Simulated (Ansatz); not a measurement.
**Question.** Name a neutral molecule of Cl, W with HOMO–LUMO gap (ωB97M-V/def2-TZVPP) between 7.90 and 8.20 eV and HOMO energy (PBE/def2-TZVPP) between -7.80 and -7.50 eV (Ansatz, PBE0-D4/def2-TZVP geometry).

**Answer.** `[Cl][W]([Cl])([Cl])([Cl])([Cl])[Cl]` (8.01 eV, -7.79 eV). Other molecules can fit too; these were computed, each in one conformer that needn't be the lowest.
